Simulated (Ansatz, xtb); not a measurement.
# C2H8As2: which of two conformers lies lower

Structure a is `C[AsH][AsH]C`, a singlet and structure b is `C[AsH][AsH]C`, a singlet. Both are isolated molecules in the gas phase, relaxed with PBE0-D3(BJ)/def2-SVP.

a (Å):

```xyz
12

C    -0.3412   -1.2925   -0.5371
C     2.4251    1.4391    2.3951
As    0.5942   -1.0356    1.1839
As    1.4692    1.1957    0.6835
H     0.2610   -0.9699   -1.3969
H    -1.2782   -0.7180   -0.5145
H    -0.5923   -2.3573   -0.6464
H     1.8963   -1.7011    0.7344
H     0.1757    1.8654    1.1511
H     3.3598    0.8615    2.3582
H     1.8319    1.1138    3.2602
H     2.6813    2.5025    2.5079
```

b (Å):

```xyz
12

C     1.7865    3.1555    0.3545
C    -1.1821    1.0602   -1.1967
As    1.0122    1.5516    1.2118
As   -1.2959    2.0044    0.5361
H     1.8412    2.9813   -0.7299
H     2.8101    3.2997    0.7293
H     1.1963    4.0616    0.5462
H     0.8102    2.2060    2.5786
H    -1.8266    0.8022    1.3171
H    -0.6221    1.6902   -1.9030
H    -0.6873    0.0834   -1.1121
H    -2.1982    0.9222   -1.5937
```

Problem. Which of the two would you expect CCSD(T)/def2-SVP + ΔMP2/def2-TZVPP electronic energies to favour?

Solution. Too close to call at this level: CCSD(T)/def2-SVP + ΔMP2/def2-TZVPP gives E(b) − E(a) = −0.08 kcal/mol.

How the difference moves with the method:

```csv
level,geometry,E(b) − E(a) (kcal/mol),departure from the last row (kcal/mol),"job, with rough time for the two"
PBE0-D3(BJ)/def2-SVP,PBE0-D3(BJ)/def2-SVP,−0.09,−0.01,"optimisation, 3.8 min"
HF/def2-SVP,PBE0-D3(BJ)/def2-SVP,+0.09,+0.18,part of the CCSD(T) run
MP2/def2-SVP,PBE0-D3(BJ)/def2-SVP,−0.10,−0.02,part of the CCSD(T) run
CCSD(T)/def2-SVP,PBE0-D3(BJ)/def2-SVP,−0.08,0.00,single point
CCSD(T)/def2-SVP + ΔMP2/def2-TZVPP,PBE0-D3(BJ)/def2-SVP,−0.08,,"single point, 4.1 min"
```

The largest departure from CCSD(T)/def2-SVP + ΔMP2/def2-TZVPP is that of HF/def2-SVP, 0.18 kcal/mol. Levels run at GFN2-xTB geometries aren't shown. The last row adds to CCSD(T) the change of the MP2 difference between the two basis sets, here 0.00 kcal/mol.

With thermal terms from frequencies at re-optimised GFN2-xTB minima (ideal gas, soft modes damped towards free rotors, one conformer each, 298.15 K, 1 atm): the zero-point term adds +0.08 kcal/mol; ΔH is −0.03 and ΔG +0.47 kcal/mol.

The correlated steps freeze 20 core orbitals; the filled d shell of As is correlated, in a basis made for valence electrons. Codes used: Ansatz 0.2.0, xtb 6.7.1; the last row on 2 threads of AMD EPYC (Zen 3) on a shared host.
